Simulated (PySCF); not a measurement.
A mixed set of molecules. Method used: TDDFT wB97X-D/def2-SVPD, vertical, gas phase, core orbitals frozen in the response in PySCF 2.14.0, density-fitted response routines. Geometries: GFN2-xTB; one conformer of each isolated species. Triplets are in the Tamm–Dancoff approximation. 'Strongest' means the level of largest summed f among the lowest 8 singlets; it needn't be the same kind of state in each.

Question: Rank by computed HOMO energy, lowest first.
A. `C=CC(=C)C(=O)F`
B. `CC[Si](N)(F)F`
C. `O1C[C@@H](OC)O[S@@]1=O`
D. `COC1=CN=C(F)N=C1`

Answer: B (-10.25 eV), C (-9.92 eV), A (-9.33 eV), D (-9.11 eV).

| SMILES | HOMO (eV) | f (strongest) | α (au) | first f ≥ 0.01 (nm) | T1 (eV) | S1 mainly |
| --- | --- | --- | --- | --- | --- | --- |
| CC[Si](N)(F)F | -10.25 | 0.08 | 55.2 | 167 | 7.10 | H→L (83%) |
| CO[C@@H]1CO[S@@](=O)O1 | -9.92 | 0.07 | 69.4 | 204 | 4.98 | H→L (91%) |
| C=CC(=C)C(=O)F | -9.33 | 0.33 | 66.2 | 246 | 3.06 | H→L (94%) |
| COc1cnc(F)nc1 | -9.11 | 0.43 | 74.9 | 250 | 3.70 | H-1→L (99%) |

H and L stand for HOMO and LUMO.

- `CC[Si](N)(F)F`: Löwdin shares by element: HOMO nitrogen 71%, hydrogen 14% or more, silicon 7%; LUMO silicon 30%, hydrogen 21% or more, nitrogen 10% (atoms not listed hold the other 39%).
- `CO[C@@H]1CO[S@@](=O)O1`: Löwdin shares by element: HOMO oxygen 56% or more, sulfur 28% (atoms not listed hold the other 16%); LUMO sulfur 52%, oxygen 42% or more.
- `C=CC(=C)C(=O)F`: Löwdin shares by element: HOMO carbon 87% or more; LUMO carbon 63% or more, oxygen 13% (atoms not listed hold the other 24%).
- `COc1cnc(F)nc1`: Löwdin shares by element: HOMO carbon 39% or more, oxygen 24% (atoms not listed hold the other 36%); LUMO carbon 44% or more, nitrogen 36% (atoms not listed hold the other 21%).
